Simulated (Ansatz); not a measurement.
Geometry optimisation, Ansatz, UKS PBE0-D4/STO-3G.

The input (input.yaml):

```yaml
crystal:
  periodic: [false, false, false]
  atoms:
    - { symbol: C, position_ang: [-1.1836, -0.3322, 1.0891] }
    - { symbol: Si, position_ang: [0.4817, -0.2506, 0.3917] }
    - { symbol: F, position_ang: [0.8143, -1.7278, -0.1328] }
    - { symbol: C, position_ang: [0.7155, 0.9298, -1.0774] }
    - { symbol: "N", position_ang: [0.9613, 0.5321, -2.287] }
    - { symbol: H, position_ang: [-1.5315, 0.713, 1.4484] }
    - { symbol: H, position_ang: [-1.2812, -0.9935, 1.9117] }
    - { symbol: H, position_ang: [-1.9163, -0.5727, 0.3067] }
    - { symbol: H, position_ang: [1.4493, 0.138, 1.5085] }
    - { symbol: H, position_ang: [0.4449, 1.985, -0.851] }
    - { symbol: H, position_ang: [1.111, -0.4781, -2.2872] }
magnetization:
  spin_polarized: true
basis:
  gaussian: { orbitals: STO-3G }
hamiltonian:
  xc: pbe0
  dispersion: d4
relax:
  f_tol: 0.02
  max_steps: 40
```

Launched with:

```bash
$ ansatz run input.yaml --threads 1 --pin off --max-ram 2048MiB --backend cpu --events-out ev --progress --plain --runs-dir out
```

Question: Where does it end, and by what steps?

Answer: The forces met the threshold. Limits of this set-up: minimal basis. After 14 steps the energy has fallen by 0.537 eV; H11 moved furthest, 0.44 Å.

```tsv
step	energy less start (eV)	largest force component (eV/Å)	accepted
0	0.0000	3.864	yes
1	-0.2905	1.805	yes
2	-0.4233	1.390	yes
3	-0.4597	0.384	yes
4	-0.4846	0.347	yes
5	-0.4898	0.123	yes
6	-0.4923	0.052	yes
7	-0.4951	0.122	yes
8	-0.5094	0.773	yes
9	-0.5258	0.609	yes
10	-0.5310	0.247	yes
11	-0.5178	0.380	no
12	-0.5366	0.143	yes
13	-0.5371	0.065	yes
14	-0.5373	0.016	yes
```

```xyz
11
Properties=species:S:1:pos:R:3
C -1.234 -0.302 1.104
Si 0.485 -0.157 0.394
F 0.891 -1.522 -0.458
C 0.659 0.992 -1.079
N 1.007 0.409 -2.199
H -1.521 0.632 1.597
H -1.290 -1.102 1.848
H -1.973 -0.511 0.325
H 1.459 0.065 1.445
H 0.494 2.081 -1.076
H 1.089 -0.641 -1.880
```

Whether the end is a true minimum wasn't checked by a vibrational analysis.

The run took 91 s on 1 thread of Intel(R) Xeon(R) Platinum 8259CL CPU @ 2.50GHz (Skylake/Cascade Lake), with other jobs on the host, peak memory 0.19 GiB.
